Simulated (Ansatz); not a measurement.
Reaction (hydrogenolysis of a C–Si bond): `FCNC[SiH3]` + H₂ → `CNCF` + SiH₄

Computed with Ansatz on PBE0-D4/def2-TZVP structures; ΔE is electronic, products minus reactants. CCSD(T)/CBS adds triple-zeta CCSD(T) − MP2 to the extrapolated MP2 energy (def2 sets, frozen cores). This one scheme is used for every species. Functionals use def2-TZVPP. One conformer a species, not always the lowest.

CCSD(T)/CBS gives -34.4 kJ/mol.

**Question.** Another level gave -33.9 kJ/mol. Which?
A. revPBE-D4/def2-TZVPP
B. LC-ωPBE/def2-TZVPP
C. BHLYP/def2-TZVPP
D. r2SCAN-D4/def2-TZVPP

**Answer.** D. r2SCAN-D4 -33.9, LC-ωPBE -40.8, revPBE-D4 -27.9, BHLYP -50.6 kJ/mol.

Largest T1 diagnostic among the species: 0.011.

In def2-TZVPP, CCSD(T) changes the Hartree–Fock value by +23.6 kJ/mol (the triples alone add +4.5 kJ/mol) and MP2 by +29.0 kJ/mol. From PBE to PBE0 (25 % exact exchange), in def2-TZVPP and without D4, ΔE moves by −3.0 kJ/mol.
